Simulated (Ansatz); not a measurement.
Relaxation of C$_{3}$H$_{10}$ClNOSi (17 atoms, charge 0, multiplicity 1), to a largest force component of 0.02 eV/Å in at most 40 steps.

The calculation used Ansatz 0.2.0, RKS revPBE/STO-3G.

```xyz
17
Properties=species:S:1:pos:R:3:forces:R:3
Si 0.000 0.000 0.000 -1.89 1.29 -0.71
O 0.000 0.000 1.680 3.00 0.67 0.23
C -1.111 -0.344 2.494 -0.57 -0.27 -0.98
H -1.814 -0.978 1.914 -0.77 -0.39 0.33
H -0.758 -0.904 3.386 0.04 -0.17 0.36
H -1.631 0.581 2.821 -0.50 0.22 0.36
Cl 2.009 0.000 -0.709 -0.16 0.05 0.38
N -0.857 1.485 -0.606 1.98 -2.33 1.12
C -2.272 1.409 -0.998 0.29 0.11 -0.11
H -2.825 0.778 -0.270 -0.41 -0.05 -0.07
H -2.709 2.429 -1.010 -0.19 0.00 -0.02
H -2.352 0.961 -2.011 -0.60 -0.09 -0.38
C -0.135 2.762 -0.704 -0.43 -0.02 -0.10
H -0.244 3.171 -1.730 0.21 0.46 -0.18
H -0.557 3.483 0.028 0.12 0.59 0.08
H 0.940 2.598 -0.483 0.04 0.11 -0.05
H -0.688 -1.191 -0.486 -0.16 -0.19 -0.24
```

Question: Where does it end, and by what steps?

Answer: The forces met the threshold. Limits of this set-up: minimal basis. After 16 steps the energy has fallen by 0.820 eV; H16 moved furthest, 1.36 Å.

```tsv
step	energy less start (eV)	largest force component (eV/Å)	accepted
0	0.0000	2.999	yes
1	-0.4377	1.066	yes
2	-0.5340	0.565	yes
3	-0.5914	0.398	yes
4	-0.6219	0.479	yes
5	-0.6716	0.429	yes
6	-0.6953	0.759	yes
7	-0.7361	0.457	yes
8	-0.7732	0.185	yes
9	-0.7946	0.262	yes
10	-0.8034	0.348	yes
11	-0.8128	0.136	yes
12	-0.8160	0.087	yes
13	-0.8188	0.050	yes
14	-0.8196	0.056	yes
15	-0.8201	0.026	yes
16	-0.8203	0.018	yes
```

```xyz
17
Properties=species:S:1:pos:R:3
Si -0.438 -0.128 -0.020
O 0.387 -0.053 1.504
C -0.600 -0.191 2.603
H -1.178 -1.152 2.569
H -0.015 -0.180 3.553
H -1.341 0.650 2.648
Cl 1.157 -0.587 -1.377
N -1.242 1.414 -0.329
C -2.145 1.491 -1.534
H -2.771 0.574 -1.587
H -2.820 2.371 -1.433
H -1.591 1.595 -2.502
C -0.398 2.657 -0.194
H 0.249 2.855 -1.085
H -1.059 3.542 -0.048
H 0.259 2.556 0.698
H -1.458 -1.174 -0.150
```

Whether the end is a true minimum wasn't checked by a vibrational analysis.

Time of the run: 110 s on 1 thread of Arm Neoverse V1, on a shared host, peak memory 0.19 GiB.
